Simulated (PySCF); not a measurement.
## Adding and removing an electron: ZnH

r²SCAN; Zn def2-TZVPPD, H def2-TZVPPD; no relativity (PySCF 2.14). Neutral (UKS): doublet (σ ↑), Re = 1.598 Å, ωe = 1574 cm⁻¹, De = 1.23 eV, HOMO -4.88 eV, LUMO -2.76 eV.

ZnH⁺ (UKS): singlet (closed shell), Re = 1.516 Å, ωe = 1943 cm⁻¹, De = 2.45 eV to Zn⁺ + H. The energies at the minima are -1779.91936 hartree for ZnH and -1779.62576 for ZnH⁺.

Problem. Work out the adiabatic ionisation energy, without and with harmonic zero-point energies (1 hartree = 27.2114 eV, 1 eV = 8065.5 cm⁻¹), and the change of the bond length.

Solution. At r²SCAN: 0.29360 hartree = 7.989 eV between the minima; the zero-point term (1943.0 − 1574.0)/2 cm⁻¹ = +0.023 eV makes it 8.012 eV. Re changes by -8.2 pm against the neutral. The electron leaves a σ orbital, and the shorter bond of the ion fits an antibonding orbital, or a change in how ionic the bond is.

ZnH⁻ (UKS): singlet (closed shell), Re = 1.774 Å, ωe = 1061 cm⁻¹. The energies at the minima are -1779.91936 hartree for ZnH and -1779.94314 for ZnH⁻.

Problem. Work out the adiabatic electron affinity, without and with harmonic zero-point energies (1 hartree = 27.2114 eV, 1 eV = 8065.5 cm⁻¹), and the change of the bond length.

Solution. At r²SCAN: 0.02378 hartree = 0.647 eV between the minima; the zero-point term (1574.0 − 1061.0)/2 cm⁻¹ = +0.032 eV makes it 0.679 eV. Re changes by +17.6 pm against the neutral. The electron enters a σ orbital, and the longer bond of the ion fits an antibonding orbital, or a change in how ionic the bond is.

For an ion De counts to the pair picked by the measured ionisation energies or electron affinities, which need not be the lowest pair at this level. The highest Kohn–Sham level is positive in this anion. Much of that is self-interaction error, but it also means that the finite basis helps to hold the extra electron. States were picked by a PBE0 search and need not be the measured ground states.
